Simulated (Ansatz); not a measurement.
Born–Oppenheimer molecular dynamics of a periodic cell of 17 atoms, Si₁₆N (host Si, host structure diamond, interstitial N). It goes on from the last frame of an earlier run, with new velocities.

All numbers below come from DFT LDA, scalar-relativistic, plane waves, PAW (Ansatz 0.2.0). Settings: accuracy low, PAW set soft_1, cutoff 420 eV, k mesh 2x2x2, fermi-dirac smearing 0.05 eV, spin collinear.

| Item | Value |
| --- | --- |
| ensemble | NVT, Nosé–Hoover chain |
| time step | 1 fs |
| steps asked | 130 |
| set temperature | 2100 K |
| thermostat | time constant 100 fs, chain length 1 |
| seed | 788174 |

First frame:

```xyz
17
Lattice="0.0000 5.4300 5.4300 5.4300 0.0000 5.4300 5.4300 5.4300 0.0000" Properties=species:S:1:pos:R:3
Si 0.475 0.161 0.232
Si 1.429 1.618 1.469
Si 3.276 3.139 0.703
Si 4.334 4.858 2.009
Si 3.047 0.260 2.557
Si 4.399 0.917 4.297
Si 4.865 2.224 2.574
Si 6.858 4.239 3.729
Si 0.247 2.890 2.780
Si 1.483 4.082 4.234
Si 2.890 5.823 3.424
Si 4.194 7.260 4.524
Si 2.960 2.507 5.474
Si 4.202 4.173 6.652
Si 5.702 5.604 5.466
Si 6.902 6.726 7.183
N 5.323 3.989 3.132
```

**Question.** What does the run give?

**Answer.** All steps were run.

```json
{"steps done": "130", "time covered": "130 fs", "mean temperature over the second half": "1627 K", "spread of the potential energy over the second half": "27.2 meV per atom", "mean potential energy of the second half above the start": "81.6 meV per atom"}
```

The conserved energy stayed within 0.15 meV per atom of its start (net change 0.14 meV per atom), so the integration is sound. The mean temperature of the second half is 23 % below the set value. A run of 0.13 ps of so small a system gives no equilibrium averages. Limits of this set-up: coarse k mesh, PAW files made for another functional, low accuracy level.

**Question.** What happens to the structure?

**Answer.** Mean squared displacements from the first frame to the last, about the centre of mass: Si 0.45 Å², N 0.11 Å². Another seed would give other details.

**Question.** How do temperature and energy run in time?

**Answer.** 
```tsv
time (fs)	T (K)	potential energy less start (eV)	conserved less start (meV/atom)
0.0	2100	0.000	0.00
6.0	2173	-0.153	-0.03
12.0	1996	0.213	0.01
18.0	1728	0.770	0.08
24.0	1655	0.925	0.06
30.0	1747	0.745	0.05
36.0	1918	0.406	0.00
42.0	1982	0.292	-0.03
48.0	1767	0.758	0.01
54.0	1578	1.170	0.11
60.0	1747	0.847	0.02
66.0	1934	0.495	-0.02
72.0	1913	0.577	-0.01
78.0	1722	1.014	0.07
84.0	1598	1.310	0.02
90.0	1407	1.748	0.06
96.0	1274	2.067	0.12
102.0	1407	1.842	0.09
108.0	1637	1.432	0.02
114.0	1724	1.331	0.06
120.0	1722	1.423	0.05
126.0	1627	1.707	0.13
```

The run took 30 min on 1 thread of Arm Neoverse V1, on a shared host, peak memory 0.6 GiB.
